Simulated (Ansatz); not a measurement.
```yaml
crystal:
  periodic: [false, false, false]
  atoms:
    - {symbol: B, position_ang: [-0.284747, -0.737788, -1.130445]}
    - {symbol: Ge, position_ang: [0.076346, 0.973623, -0.185157]}
    - {symbol: S, position_ang: [1.445673, -1.021366, -0.193966]}
    - {symbol: Se, position_ang: [-0.444689, 1.547354, 2.006114]}
    - {symbol: H, position_ang: [-1.222969, -1.396499, -0.684919]}
    - {symbol: H, position_ang: [-0.086880, -0.708181, -2.271529]}
    - {symbol: H, position_ang: [1.221644, 1.966460, -0.600525]}
    - {symbol: H, position_ang: [0.949199, -1.360797, 0.951326]}
    - {symbol: H, position_ang: [-1.596939, 0.706983, 2.025398]}
basis:
  gaussian: {orbitals: def2-mTZVPP}
total_charge: 1
magnetization: {spin_polarized: true, initial_magnetization: 1}
hamiltonian: {xc: {name: r2SCAN50}}
```

```sh
$ ansatz run in.yaml --threads 4 --pin off --events-out ev --progress --plain --max-ram 10444MiB
```

Shortened log:

```
Functional definition: r2SCAN50
1328 factors; integrals over basis functions are off by at most 1.0e-3 eV
mean field evaluation 1: about -133445.6032 eV, gradient 2.4e1 eV
mean field evaluation 2: about -133444.3077 eV, gradient 2.7e1 eV
mean field evaluation 4: about -133449.6236 eV, gradient 2.1e0 eV
mean field evaluation 8: about -133449.6847 eV, gradient 3.4e-1 eV
mean field evaluation 16: about -133449.7003 eV, gradient 2.9e-2 eV
mean field evaluation 32: about -133449.7003 eV, gradient 5.1e-5 eV
mean field -133449.70031541 eV, -4904.1860311356 hartree, gradient 1.6e-5 eV, S^2 0.789285; 2 other end points of the search recorded, 0 dependent functions left out
reference -133449.70032406 eV, -4904.1860314536 hartree; 46, 45 occupied and 97, 98 virtual orbitals, 1328 factors
Total energy: -133449.70032406 eV, -4904.1860314536 hartree
```

Run time 20 s (4 threads of a server CPU on a shared host); peak host memory 0.63 GiB.
